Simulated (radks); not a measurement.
The zinc ion Zn2+, 28 electrons, occupied as [Ar] 3d10. Method: Dirac Kohn-Sham, LDA (Slater exchange, Perdew-Wang correlation), spin-unpolarised, spherical densities, finite nucleus; Fermi nuclear charge, rms radius 3.9283 fm; computed with a radial shooting solver on a logarithmic mesh with Libxc functionals.

Spin-orbit splittings of the eigenvalues, e(l+1/2) - e(l-1/2), with zeta = 2 splitting/(2l+1) and mean radii in bohr:

| shell | occ. | splitting (eV) | zeta (eV) | <r> j=l-1/2 | <r> j=l+1/2 |
|---|---|---|---|---|---|
| 2p | 6 | 23.83 | 15.88 | 0.1961 | 0.1995 |
| 3p | 6 | 3.069 | 2.046 | 0.7073 | 0.7183 |
| 3d | 10 | 0.3648 | 0.1459 | 0.8761 | 0.8827 |
